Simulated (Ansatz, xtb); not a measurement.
# Relative energy of two isomers of C4H5ClN2

We compare X, `Cn1cncc1Cl`, a singlet, with Y, `Cn1nccc1Cl`, a singlet. Both are isolated molecules in the gas phase, relaxed with B3LYP/def2-SVP.

X (Å):

```xyz
12

C     0.6664    1.3247   -0.5976
C     0.4996    0.9617   -3.0962
C    -1.6210    0.9967   -3.3940
C    -1.4078    1.1878   -2.0459
Cl   -2.5019    1.4220   -0.7364
N    -0.0412    1.1654   -1.8524
N    -0.4163    0.8579   -4.0305
H     1.7451    1.2547   -0.7910
H     0.4486    2.3039   -0.1444
H     0.3810    0.5382    0.1178
H     1.5788    0.8997   -3.2434
H    -2.5755    0.9552   -3.9157
```

Y (Å):

```yaml
atoms:
  - { symbol: C, position_ang: [0.3625, 1.3133, -0.2376] }
  - { symbol: C, position_ang: [-0.1986, 0.1187, -3.4945] }
  - { symbol: C, position_ang: [-1.0304, 1.2577, -3.5973] }
  - { symbol: C, position_ang: [-0.9115, 1.8529, -2.3527] }
  - { symbol: Cl, position_ang: [-1.6339, 3.2850, -1.7233] }
  - { symbol: N, position_ang: [-0.0655, 1.0915, -1.6041] }
  - { symbol: N, position_ang: [0.3752, 0.0265, -2.2983] }
  - { symbol: H, position_ang: [0.8859, 2.2768, -0.1402] }
  - { symbol: H, position_ang: [-0.4966, 1.3065, 0.4508] }
  - { symbol: H, position_ang: [1.0457, 0.4955, 0.0184] }
  - { symbol: H, position_ang: [0.0027, -0.6390, -4.2517] }
  - { symbol: H, position_ang: [-1.6272, 1.6035, -4.4366] }
```

Question: Estimate which is lower in electronic energy at CCSD(T)/def2-SVP + ΔMP2/def2-TZVPP, and by roughly how much.

Answer: The CCSD(T)/def2-SVP + ΔMP2/def2-TZVPP calculation puts structure X lower, by 38.9 kJ/mol.

The same difference at several levels:

| level | geometry | E(Y) − E(X) (kJ/mol) | departure from the last row (kJ/mol) | job, with rough time for the two |
| --- | --- | --- | --- | --- |
| GFN2-xTB | GFN2-xTB | +44.3 | +5.4 | optimisation, 0.27 s |
| HF/STO-3G | GFN2-xTB | +28.7 | −10.2 | single point, 1 s |
| r2SCAN-D4/def2-SVP | GFN2-xTB | +37.1 | −1.8 | single point, 5.7 s |
| B3LYP/def2-SVP | B3LYP/def2-SVP | +39.4 | +0.5 | optimisation, 76 s |
| HF/def2-SVP | B3LYP/def2-SVP | +53.0 | +14.1 | part of the CCSD(T) run |
| MP2/def2-SVP | B3LYP/def2-SVP | +37.3 | −1.6 | part of the CCSD(T) run |
| CCSD(T)/def2-SVP | B3LYP/def2-SVP | +40.7 | +1.8 | single point |
| CCSD(T)/def2-SVP + ΔMP2/def2-TZVPP | B3LYP/def2-SVP | +38.9 |  | single point, 86 s |

As drawn, Y has 1 N∷N, 1 C∷C in place of 2 C∷N (∷ is an aromatic bond).

None of the levels shown reverses the order. The largest departure from CCSD(T)/def2-SVP + ΔMP2/def2-TZVPP is that of HF/def2-SVP, 14.1 kJ/mol. The last row adds to CCSD(T) the change of the MP2 difference between the two basis sets, here −1.8 kJ/mol.

With thermal terms from frequencies at re-optimised GFN2-xTB minima (ideal gas, soft modes damped towards free rotors, one conformer each, 298.15 K, 1 atm): on the last row, ΔE + ΔZPE = +38.7, ΔH = +38.6, ΔG = +39.0 kJ/mol.

The correlated steps freeze 11 core orbitals. Codes used: Ansatz 0.2.0, xtb 6.7.1; the last row on 2 threads of Intel(R) Xeon(R) Processor @ 2.70GHz on a shared host.
